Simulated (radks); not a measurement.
The numbers below are computed, except where a source is named.
Question: All-electron atom: Ir LIX in [Ar] 3d1 (the NIST ground configuration). Code: a radial shooting solver on a logarithmic mesh with Libxc functionals. Model: Dirac Kohn-Sham, exchange-only PBE, spin-unpolarised, spherical densities, finite nucleus; open shells fill j = l - 1/2 first; Fermi nuclear charge, rms radius 5.4032 fm.

Spin-orbit splittings of the eigenvalues, e(l+1/2) - e(l-1/2), with zeta = 2 splitting/(2l+1) and mean radii in bohr:

| shell | occ. | splitting (eV) | zeta (eV) | <r> j=l-1/2 | <r> j=l+1/2 |
|---|---|---|---|---|---|
| 2p | 6 | 1652 | 1101 | 0.05969 | 0.06779 |
| 3p | 6 | ? | ? | 0.1678 | 0.1803 |
| 3d | 1 | 97.36 | 38.94 | 0.1547 | 0.1586 |

Estimate the 3p splitting.

Answer: 422.0 eV (zeta = 281.4 eV).
